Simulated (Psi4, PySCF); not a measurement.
Here is a job for Psi4.
```
memory 2 GB

molecule mol {
0 2
  O     1.459277    0.027789   -0.235416
  C     0.460198   -0.768555    0.284922
  C    -0.927050   -0.328160   -0.017056
  O    -1.091260    1.064686    0.061515
  H     2.318009   -0.362089   -0.052347
  H     0.671417   -1.811979    0.450257
  H    -1.228408   -0.670063   -1.032965
  H    -1.623088   -0.780087    0.696539
  H    -0.280953    1.464707   -0.277471
}

set basis 6-31g**
set reference uks
set scf_type pk
set puream true
set d_convergence 1e-8
set dft_radial_points 99
set dft_spherical_points 590

energy('pbe0')
print_variables()
```

Q: Write the same job for PySCF.

A: Several could match; the one computed here: 
```python
from pyscf import gto, scf, dft

mol = gto.M(
    atom='''
O     1.459277    0.027789   -0.235416
C     0.460198   -0.768555    0.284922
C    -0.927050   -0.328160   -0.017056
O    -1.091260    1.064686    0.061515
H     2.318009   -0.362089   -0.052347
H     0.671417   -1.811979    0.450257
H    -1.228408   -0.670063   -1.032965
H    -1.623088   -0.780087    0.696539
H    -0.280953    1.464707   -0.277471
''',
    basis='6-31g**',
    charge=0,
    spin=1,
    verbose=3,
)

mf = dft.UKS(mol)
mf.xc = 'pbe0'
mf.grids.atom_grid = (99, 590)
mf.grids.prune = None
mf.kernel()
```

Both were run: Psi4 gave -229.336076 Eh and PySCF -229.336077 Eh, 0.000 mEh apart.
